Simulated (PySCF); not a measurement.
isocyanic acid (CHNO), SMILES N=C=O. Atoms are numbered in the order given.

```xyz
4

N     -0.1225    -1.1550     0.0000
C      0.0194     0.0448     0.0000
O      0.0148     1.2056     0.0000
H      0.6225    -1.8285     0.0000
```

Coordinates come from a PBE0-D3(BJ)/def2-TZVP optimisation.

Method: PBE/pcJ-1 (PySCF).

Isotropic couplings with Fermi-contact, spin-dipole and both spin-orbit terms, one fixed conformer, no vibrational averaging. Isotopes: 13C, 14N, 1H.

Q: Estimate the spin–spin coupling constants. (An estimate is asked for; the answer gives what the named calculation found.)

A: 
```
pair   bonds apart  J (Hz)
-----  -----------  ------
N1–C2            1    25.5
N1–H4            1    68.4
C2–H4            2    18.1
```
